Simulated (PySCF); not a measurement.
Stepwise substitution at one centre (Ga Cl-Br). Gas-phase values, no solvent. Strings in code marks are SMILES.

Calculation: ωB97X-D3(BJ)/def2-TZVP // PBE0-D3(BJ)/def2-TZVP in PySCF. Delta-SCF ions had no search for a lower state. Excitations are Tamm–Dancoff values on a coarser integration grid. The basis has no diffuse functions, so Rydberg states are missing or too high.

```tsv
species	HOMO–LUMO gap (eV)	vertical ionisation energy (Delta-SCF) (eV)	S1–T1 gap (TDA) (eV)
0 of 3 Cl replaced by Br (`[Cl][Ga]([Cl])[Cl]`)	12.13	12.18	0.42
1 of 3 Cl replaced by Br (`[Br][Ga]([Cl])[Cl]`)	11.48	11.50	0.44
2 of 3 Cl replaced by Br	11.16	11.34	0.43
3 of 3 Cl replaced by Br (`[Br][Ga]([Br])[Br]`)	10.91	11.24	0.40
```
